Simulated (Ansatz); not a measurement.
Start from `FC[SiH](F)S` and change one atom or group to get `B[SiH](F)S`.

Ansatz, PBE0-D4/def2-TZVP geometries, multiplicity 1. Each molecule was computed in one conformer, which needn't be the lowest.

```json
{"property": "LUMO energy (PBE/def2-TZVPP) / eV", "`FC[SiH](F)S`": "-0.91"}
{"property": "HOMO energy (PBE/def2-TZVPP) / eV", "`FC[SiH](F)S`": "-6.73"}
{"property": "HOMO–LUMO gap (B3LYP/def2-TZVPP) / eV", "`FC[SiH](F)S`": "7.49"}
{"property": "size of the dipole moment (B3LYP/def2-TZVPP) / D", "`FC[SiH](F)S`": "1.88"}
{"property": "size of the dipole moment (PBE/def2-TZVPP) / D", "`FC[SiH](F)S`": "1.75"}
{"property": "size of the dipole moment (ωB97M-V/def2-TZVPP) / D", "`FC[SiH](F)S`": "1.85"}
```

Question: Give the same properties after the change, and the shifts. (Estimate.)

Answer: Computed: 
```csv
property,`B[SiH](F)S`,shift
LUMO energy (PBE/def2-TZVPP) / eV,-1.50,-0.59
HOMO energy (PBE/def2-TZVPP) / eV,-6.38,0.35
HOMO–LUMO gap (B3LYP/def2-TZVPP) / eV,6.43,-1.06
size of the dipole moment (B3LYP/def2-TZVPP) / D,1.00,-0.88
size of the dipole moment (PBE/def2-TZVPP) / D,1.06,-0.69
size of the dipole moment (ωB97M-V/def2-TZVPP) / D,1.03,-0.82
```

With PBE0 the HOMO rises by 0.51 eV and the LUMO falls by 0.67 eV, so the gap narrows by about 1.18 eV. PBE moves the HOMO by 0.35 eV and ωB97M-V by 0.66 eV. The zero-point energy changes by -22.8 kJ/mol with -3 modes. Dipoles are sizes alone; their direction can turn.

B3LYP here is the variant with VWN-RPA as its local correlation; programs differ in this.
